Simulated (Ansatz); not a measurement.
`CC[BH][AlH2]` + `O[SiH3]` → `[AlH2][BH]O[SiH3]` + `CC` at 400 K and 1 bar (ligand exchange at a B–C bond).

Program: Ansatz. Geometries: PBE0-D4/def2-TZVP. ΔE: electronic, gas phase. CCSD(T)/CBS is the MP2 limit (def2-TZVPP, def2-QZVPP) plus CCSD(T) − MP2 in def2-TZVPP, frozen cores. This one scheme is used for every species. One conformer a species, not always the lowest.

| species | CCSD(T)/CBS energy (Eh) | H − E (kJ/mol) | S (J/(mol·K)) |
| --- | --- | --- | --- |
| `CC[BH][AlH2]` | -347.67736 | 268.5 | 385.4 |
| `O[SiH3]` | -366.69042 | 120.0 | 276.4 |
| `[AlH2][BH]O[SiH3]` | -634.69802 | 179.6 | 394.4 |
| `CC` | -79.71954 | 213.5 | 244.3 |

H − E and S are ideal-gas, rigid-rotor, harmonic terms from PBE0-D4/def2-TZVP, for one conformer and one mirror image of each species. 1 Eh = 2625.50 kJ/mol, R = 8.31446 J/(mol·K).

Q: By hand: ΔE, ΔH, ΔS and ΔG.

A: ΔE = (-634.69802) + (-79.71954) − (-347.67736) − (-366.69042) = -0.04978 Eh = -130.7 kJ/mol. Δ(H − E) = 179.6 + 213.5 − 268.5 − 120.0 = 4.6, so ΔH = -126.1 kJ/mol. ΔS = 394.4 + 244.3 − 385.4 − 276.4 = -23.1 J/(mol·K). ΔG = -126.1 − 400 × (-23.1)/1000 = -116.9 kJ/mol.

Q: By hand: the equilibrium constant, and the temperature at which ΔG would vanish if ΔH and ΔS stayed fixed.

A: log₁₀ K = −ΔG/(RT ln 10) = 15.3. ΔG = 0 at ΔH/ΔS = 5459 K, far beyond where these terms or the molecules hold.

ΔH outweighs TΔS. A doubt of 5 kJ/mol in ΔE shifts log₁₀ K by 0.7 here. Other conformers and mirror images would add mixing entropy, several J/(mol·K) or more a flexible species. Modes under 60 cm⁻¹, often nearly free rotors, make the harmonic entropy too high. These are equilibria of isolated gas molecules and say nothing of rates. Largest T1 diagnostic: 0.013 (customary marks: 0.02 for closed shells, 0.045 for open ones).
